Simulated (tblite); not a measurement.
Species: C3H10OSi2.
Numbering: `[O:1]=[CH:2][CH2:3][CH2:4][SiH2:5][SiH3:6]` (hydrogens: H7 on C2; H8, H9 on C3; H10, H11 on C4; H12, H13 on Si5; H14, H15, H16 on Si6)

Structure used (GFN2-xTB), in Å, numbered top down from 1:
```
atom  x, y, z in Å
O1    -0.856    1.430   -0.358
C2    -1.818    0.723   -0.232
C3    -1.761   -0.746    0.017
C4    -0.379   -1.193    0.469
Si5    1.033   -0.497   -0.634
Si6    2.120    1.312    0.290
H7    -2.840    1.141   -0.319
H8    -2.544   -1.022    0.729
H9    -2.018   -1.223   -0.936
H10   -0.352   -2.282    0.483
H11   -0.227   -0.865    1.499
H12    0.475   -0.326   -1.985
H13    1.942   -1.654   -0.798
H14    3.534    1.003    0.547
H15    1.562    1.713    1.586
H16    2.121    2.496   -0.568
```

Computed with GFN2-xTB (tblite): harmonic, unscaled wavenumbers at the GFN2-xTB geometry, gas phase. The method is semi-empirical: single wavenumbers can be off by several per cent or more. Modes of hydrogen on silicon can be 10 to 20 % off. One conformer, not necessarily the lowest.

Harmonic wavenumbers (cm⁻¹): 67.8, 75.9, 88.7, 132.0, 165.2, 208.1, 300.9, 410.2, 452.3, 476.4, 488.3, 588.7, 618.7, 675.0, 697.2, 769.0, 790.0, 809.8, 818.3, 825.0, 865.7, 937.5, 959.6, 1087.7, 1110.1, 1183.2, 1277.0, 1318.4, 1363.8, 1429.2, 1492.1, 1774.0, 2105.6, 2175.6, 2194.5, 2215.2, 2260.3, 2771.7, 2924.4, 2950.4, 2978.2, 3001.8.

A = 3483, B = 1541, C = 1217 MHz; mass 118.027 u (most abundant isotopes); point group C1, symmetry number 1.

Problem. Zero-point energy?

Solution. ½Σν̃ = 24917 cm⁻¹ = 71.24 kcal/mol.

Problem. Give the ideal-gas entropy at 273.15 K and 1 bar in the rigid-rotor, harmonic-oscillator model (classical rotation).

Solution. Translation 39.80, rotation 28.03, vibration 24.75: S = 92.6 cal/(mol K).

Problem. And Cp and H(273.15 K) − H(0)?

Solution. Cp = 34.10 cal/(mol K), of which vibrations give 26.16 (their classical limit is 42 R = 83.5); H(273.15 K) − H(0) = 5.78 kcal/mol without the zero-point energy, 3.61 from vibrations.

Problem. How do the functions run with temperature in this model?

Solution. 
```json
{"T (K)": "150", "S (cal/(mol K))": "76.0", "Cp (cal/(mol K))": "22.5", "H − H(0) (kcal/mol)": "2.30", "G − H(0) (kcal/mol)": "-9.10", "ln q(vib)": "2.78"}
{"T (K)": "250", "S (cal/(mol K))": "89.7", "Cp (cal/(mol K))": "31.9", "H − H(0) (kcal/mol)": "5.02", "G − H(0) (kcal/mol)": "-17.40", "ln q(vib)": "5.24"}
{"T (K)": "298.15", "S (cal/(mol K))": "95.7", "Cp (cal/(mol K))": "36.4", "H − H(0) (kcal/mol)": "6.66", "G − H(0) (kcal/mol)": "-21.86", "ln q(vib)": "6.41"}
{"T (K)": "400", "S (cal/(mol K))": "107.6", "Cp (cal/(mol K))": "44.7", "H − H(0) (kcal/mol)": "10.80", "G − H(0) (kcal/mol)": "-32.22", "ln q(vib)": "8.87"}
{"T (K)": "600", "S (cal/(mol K))": "128.1", "Cp (cal/(mol K))": "56.9", "H − H(0) (kcal/mol)": "21.04", "G − H(0) (kcal/mol)": "-55.84", "ln q(vib)": "13.55"}
{"T (K)": "900", "S (cal/(mol K))": "153.6", "Cp (cal/(mol K))": "68.7", "H − H(0) (kcal/mol)": "40.02", "G − H(0) (kcal/mol)": "-98.25", "ln q(vib)": "20.03"}
```

q(vib) and H(0) count from the zero-point level.

Problem. What must be added to the electronic energy to get the Gibbs energy at 273.15 K and 1 bar?

Solution. ZPE + [H(273.15 K) − H(0)] − T·S = 71.24 + 5.78 − 25.29 = 51.73 kcal/mol.

Hindered rotation and anharmonicity are outside this model. Other conformers, if any are populated, would add a mixing term that is left out. The structure is chiral; the term R ln 2 for an equal mix with its mirror image is left out.
